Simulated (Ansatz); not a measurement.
`[NH2][Hf]([Cl])([Cl])[Cl]` + HBr → `[Cl][Hf]([Cl])([Cl])[Br]` + NH₃  (ligand exchange at the Hf–N bond)

Program: Ansatz. Geometries: PBE0-D4/def2-TZVP. ΔE: electronic, gas phase. CCSD(T)/CBS adds triple-zeta CCSD(T) − MP2 to the extrapolated MP2 energy (def2 sets, frozen cores). This one scheme is used for every species. Functionals use def2-TZVPP. Elements past krypton have def2 core potentials. For Br, Hf outer-core shells are correlated without core-valence functions, which leaves a few kJ/mol of doubt a bond. Scalar relativity is left out up to krypton. Each species was taken in one conformer, which may not be the lowest.

`[NH2][Hf]([Cl])([Cl])[Cl]`:

Z-matrix (Å, degrees):
```
Hf
Cl 1 2.336
Cl 1 2.338 2 114.1
N 1 1.995 2 106.7 3 118.5
Cl 1 2.343 2 110.4 3 -123.2
H 4 1.011 1 125.6 2 -160.4
H 4 1.011 1 125.1 2 20.8
```

HBr:

```xyz
2

Br    0.087    0.192    0.678
H    -0.087   -0.192   -0.678
```

`[Cl][Hf]([Cl])([Cl])[Br]`:

Z-matrix (Å, degrees):
```
Hf
Cl 1 2.316
Cl 1 2.316 2 109.3
Br 1 2.473 2 109.6 3 120.2
Cl 1 2.316 2 109.3 3 -119.7
```

NH₃:

Cartesian coordinates in Å:
```
N 0.138 0.144 -0.200
H -0.757 -0.196 -0.531
H 0.664 -0.663 0.114
H -0.045 0.715 0.616
```

```csv
level,ΔE (kcal/mol)
revPBE-D4,-19.7
BLYP-D4,-19.1
r2SCAN0-D4,-21.2
CAM-B3LYP-D4,-18.7
HF/def2-TZVPP,-21.2
CCSD/def2-TZVPP,-19.9
CCSD(T)/def2-TZVPP,-20.3
SCS-MP2/def2-QZVPP,-21.2
```

**Question.** What does CCSD(T)/CBS give? (Estimate.)

**Answer.** The calculation gave: -21.2 kcal/mol. The listed levels differ from it by 1.5, 2.1, 0.0, 2.5, 0.0, 1.3, 0.9, 0.0 kcal/mol.

Largest T1 diagnostic among the species: 0.014.

From BLYP to BHLYP (50 % exact exchange), in def2-TZVPP and without D4, ΔE moves by −1.4 kcal/mol. At CCSD(T), def2-SVP lies +3.4 kcal/mol from the extrapolated value and def2-TZVPP +0.9 kcal/mol. Leaving LDA and LC-ωPBE aside and taking each functional with its dispersion term where it has one, the values, not all of them listed here, spread over 3.0 kcal/mol, from PBE-QIDH to CAM-B3LYP-D4. LDA lies +1.0 kcal/mol from PBE without D4.
